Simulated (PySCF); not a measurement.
**Ionisation energy along the 22-electron series**

Calculated with PySCF 2.14 and a two-component X2C-1e Hamiltonian (Gaussian nucleus, no Breit or QED terms), each ion in its own even-tempered basis scaled to its charge; GMP2 freezes [Ne] and drops the highest virtual spinors. Values in eV. NIST values: (m) measured, (s) semi-empirical, (t) theoretical.

```json
{"ion": "Xe³²⁺", "configuration": "[Ar] 3d4", "GHF (spin-free)": "2019.2", "GMP2 (spin-free)": "2019.4", "GHF (screened spin-orbit)": "2021.8", "GMP2 (screened spin-orbit)": "2023.1", "NIST": "2023 ± 4 (t)"}
{"ion": "Ba³⁴⁺", "configuration": "[Ar] 3d4", "GHF (spin-free)": "2250.4", "GMP2 (spin-free)": "2250.5", "GHF (screened spin-orbit)": "2254.8", "GMP2 (screened spin-orbit)": "2255.9", "NIST": "2256 ± 5 (t)"}
```

(1) Fill in the row of Cs³³⁺.

Answers

(1) configuration: [Ar] 3d4; GHF (spin-free): 2133.2; GMP2 (spin-free): 2133.4; GHF (screened spin-orbit): 2136.7; GMP2 (screened spin-orbit): 2137.9; NIST: 2137 ± 5 (t).
